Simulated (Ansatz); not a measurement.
The Ansatz (a quantum-chemistry and plane-wave program) input:
Ansatz 0.2 input:
```yaml
crystal:
  periodic: [false, false, false]
  atoms:
    - {symbol: F, position_ang: [0.46630000, 0.00000000, 0.00000000]}
    - {symbol: H, position_ang: [-0.46630000, 0.00000000, 0.00000000]}
basis:
  gaussian:
    orbitals: 6-31G*
total_charge: -1
magnetization: {spin_polarized: true, initial_magnetization: 1}
correlation: {method: ccsd_t, electrons: all}
```

Problem. What does this run give for the number of basis functions, MP2 correlation energy, total energy?

Solution. 
```
Quantity                        Result
-------------------------  -----------
number of basis functions           17
MP2 correlation energy      -0.1825 Eh
total energy               -99.9906 Eh
```

A gas-phase anion may not be bound at this level; its values then depend on the basis.
